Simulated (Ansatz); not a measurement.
**Computed against measured: atomisation enthalpy at 298 K**

8 molecules holding an element past argon; the atomisation enthalpy at 298 K in kJ/mol, computed less measured. Shapes, held fixed at every level: PBE0-D4/def2-TZVP. Flexible molecules stand in one conformer, not always the lowest. Thermal terms are harmonic and unscaled (PBE0-D4/def2-TZVP); the spin-orbit lowering of the free atoms is taken from their spectra. Programs: Ansatz 0.2.0. Measured values: Active Thermochemical Tables, CRC Handbook of Chemistry and Physics.

Levels: A = PBE-D4/def2-TZVPP; B = r2SCAN0-D4/def2-TZVPP; C = MP2/def2-SVP.

| molecule | from tabulated heats | A | B | C |
| --- | --- | --- | --- | --- |
| HBr (hydrogen bromide) | 366 | -3 | -8 | -30 |
| BiCl3 (bismuth trichloride) | 837 | +152 | +47 | -83 |
| CBr2ClF (dibromochlorofluoromethane) | 1329 | +100 | -50 | -65 |
| CBrClF2 (SMILES FC(F)(Cl)Br) | 1551 | +111 | -52 | -41 |
| CHBrClF (bromochlorofluoromethane) | 1479 | +80 | -37 | -69 |
| CHI3 (iodoform) | 1004 | +93 | -15 | -62 |
| C2Br2F4 (1,2-dibromotetrafluoroethane) | 2764 | +212 | -66 | -14 |
| C2H5Br (SMILES CCBr) | 2699 | +45 | -21 | -117 |

(1) Sum up the errors.

Answers

(1) 
```csv
level,kind,mean error,mean absolute error,worst case
PBE-D4/def2-TZVPP,GGA,+98.8,99.5,C2Br2F4
r2SCAN0-D4/def2-TZVPP,global hybrid,-25.2,37.0,C2Br2F4
MP2/def2-SVP,perturbation theory,-60.1,60.1,C2H5Br
```

On this set r2SCAN0-D4/def2-TZVPP has the smallest mean absolute error and PBE-D4/def2-TZVPP the largest. PBE-D4/def2-TZVPP is too high in 7 of 8; r2SCAN0-D4/def2-TZVPP is too low in 7 of 8; MP2/def2-SVP is too low in 8 of 8. The heats of BiCl3 come from older tables and can be uncertain by 10 kJ/mol or more. The molecules' own spin-orbit binding is left out, so errors for heavy halides read too negative. Heats of the atoms come from ATcT where it has them. The levels differ in basis as well as in method. The tabulated values of CHI3, C2Br2F4 are in doubt (older tables, estimates, or at odds with other calculations) and kept here. Over the 6 molecules whose values aren't doubted the mean absolute errors are A 81.8; B 35.8; C 67.5. Correlated wave functions converge slowly with the basis. For atoms past krypton def2 sets carry core potentials with scalar relativity. Relativity is left out for Br. Outer-core shells of Bi, Br, I are correlated, in sets that cover them unevenly. The set is small.
